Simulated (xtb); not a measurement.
Ge(H)(OH)2(OMe) (CH₆GeO₃), SMILES C[O][GeH]([OH])[OH]. All values are semi-empirical tight-binding results from xtb (GFN2-xTB unless named), good for trends rather than for accurate numbers. Coordinates come from a GFN2-xTB optimisation. This is a generated structure with no PubChem entry under its InChIKey; it may be hypothetical. Other conformers were not sampled.

For metal compounds this method's bond lengths and energies can be far off.

- orbital gap: 8.00 eV
- zero-point energy: 45.5 kcal/mol
- G − E(el) at 298.15 K (modified RRHO): 24.5 kcal/mol
